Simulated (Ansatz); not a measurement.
System: sum formula H7Si3O, net charge 0, doublet state. It need not be the lowest isomer of its formula. SMILES: O[Si]([SiH3])[SiH3]
Structure (B3LYP-D3(BJ)/def2-TZVP (Ansatz, a first-principles code) minimum search):
```
Si
O 1 1.6697
H 2 0.9616 1 117.87
Si 1 2.3411 2 107.34 3 170.52
H 4 1.4824 1 110.52 2 62.71
H 4 1.4838 5 108.98 1 -117.39
H 4 1.4856 5 108.54 6 -118.37
Si 1 2.3507 2 112.73 3 42.98
H 8 1.4830 1 108.30 2 -174.98
H 8 1.4857 9 108.80 1 -118.74
H 8 1.4870 9 108.81 10 -117.09
```
Charge 0, spin multiplicity 2.

Quantity: atomisation energy (electronic, to ground-state atoms), in eV. Correlated levels leave the core frozen unless marked. UHF or UKS for open shells. Spin-orbit coupling is left out. Non-relativistic. The coupled-cluster limit lacks core correlation, which all-electron functionals hold. Basis-set limits of correlation are two-point, X^-3; Hartree-Fock from the larger set.

| level | program | atomisation energy (eV) |
|---|---|---|
| revPBE/def2-TZVPD | Ansatz | 32.95 |
| PBE0/def2-SVP | Ansatz | … |
| PBE0-D3(BJ)/def2-TZVP | Ansatz + dftd3 | 33.89 |
| CCSD(T) with core electrons (1s frozen past Ne)/cc-pwCVTZ | Ansatz | … |
| CCSD(T)/CBS(cc-pV(T+d)Z,cc-pV(Q+d)Z) | Ansatz | 34.43 |

Question: What belongs in the gaps?

Answer: 
- PBE0/def2-SVP, atomisation energy (eV): 33.29
- CCSD(T) with core electrons (1s frozen past Ne)/cc-pwCVTZ, atomisation energy (eV): 33.40
